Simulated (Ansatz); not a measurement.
All numbers were calculated with Ansatz.

A structure relaxed at PBE0-D4/def2-TZVP, charge 0, multiplicity 1:

```xyz
8

O     1.152    1.064   -0.073
C     0.478   -0.157   -0.121
B    -0.915   -0.228   -0.801
N    -0.807   -0.247    0.544
H     1.770    1.054    0.663
H     1.142   -1.014    0.004
H    -1.675   -0.228   -1.707
H    -1.145   -0.243    1.491
```

Q: Give its formula and SMILES.

A: CH4BNO, `OC1BN1`.

Q: Summarise the bond lengths by kind.

A: 1 × C–O 1.396 Å; 1 × H–O 0.961 Å; 1 × B–C 1.551 Å; 1 × C–N 1.450 Å; 1 × C–H 1.091 Å; 1 × B–N 1.349 Å; 1 × B–H 1.183 Å; 1 × H–N 1.005 Å.
